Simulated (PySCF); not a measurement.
Compound: C3H5BF2O.
SMILES with atom numbers: `[F:1][B:2]([F:3])[CH2:4][C@@H:5]1[CH2:6][O:7]1` (hydrogens: H8, H9 on C4; H10 on C5; H11, H12 on C6)

Cartesian coordinates in Å at the PBE0-D3(BJ)/def2-SVP level; atoms count from 1:
```
atom  x, y, z in Å
F1    -1.6254    0.8269    1.4576
B2    -1.8008    0.1363    0.3457
F3    -3.0289    0.1052   -0.1358
C4    -0.6229   -0.6090   -0.3600
C5     0.7208   -0.3758    0.2704
C6     1.6028    0.7087   -0.1608
O7     1.8598   -0.6306   -0.5209
H8    -0.8611   -1.6888   -0.3696
H9    -0.6017   -0.3159   -1.4238
H10    0.8130   -0.7125    1.3133
H11    1.2813    1.3698   -0.9774
H12    2.3056    1.1596    0.5515
```

The closed-shell ground state was solved at several levels (PySCF, density fitting, gas phase, non-relativistic).

| level | basis functions | total energy (Eh) | HOMO (eV) | LUMO (eV) | gap (eV) | dipole (D) |
| --- | --- | --- | --- | --- | --- | --- |
| B97-D/pcSseg-1 | 144 | -416.8864 | -6.28 | -0.76 | 5.52 | 0.47 |
| PBE0/6-311+G(2d,p) | 219 | -416.8645 | -8.07 | -0.04 | 8.03 | 0.41 |
| PBE0/def2-SVP | 123 | -416.4204 | -7.85 | 0.28 | 8.13 | 0.47 |
| PBE0/6-31G* | 108 | -416.7217 | -7.68 | 0.60 | 8.28 | 0.58 |
| BLYP/pcSseg-1 | 144 | -417.0485 | -6.12 | -0.81 | 5.31 | 0.47 |
| PBE0/pcSseg-0 | 73 | -415.7610 | -7.97 | 0.07 | 8.04 | 0.75 |
| KT3/pcSseg-1 | 144 | -422.8226 | -6.44 | -0.87 | 5.57 | 0.41 |
| PBE0/6-31G | 73 | -416.5992 | -7.79 | 0.09 | 7.88 | 0.54 |
| PBE/pcSseg-1 | 144 | -416.6827 | -6.23 | -0.92 | 5.31 | 0.44 |

(1) What might PBE0/def2-TZVP (247 basis functions) give for the same quantities?

(2) How much does the basis alone move the frontier levels among the 6 PBE0 rows (the withheld one included)?

(3) How far do the dipole and the HOMO energy spread over the levels?

## Answers

(1) Total energy -416.9054 Eh, HOMO -8.03 eV, LUMO 0.14 eV, gap 8.17 eV, dipole 0.37 D.

(2) The HOMO by 0.39 eV and the LUMO by 0.64 eV. By rising basis size (HOMO, LUMO in eV): pcSseg-0 -7.97, 0.07; 6-31G -7.79, 0.09; 6-31G* -7.68, 0.60; def2-SVP -7.85, 0.28; 6-311+G(2d,p) -8.07, -0.04; def2-TZVP -8.03, 0.14.

(3) The dipole runs from 0.37 to 0.75 D (mean 0.49 D) and the HOMO from -8.07 to -6.12 eV.

One conformer stands for the species.

B97-D is run here without its empirical dispersion term; that term would change no orbital, density or response property at a fixed geometry.
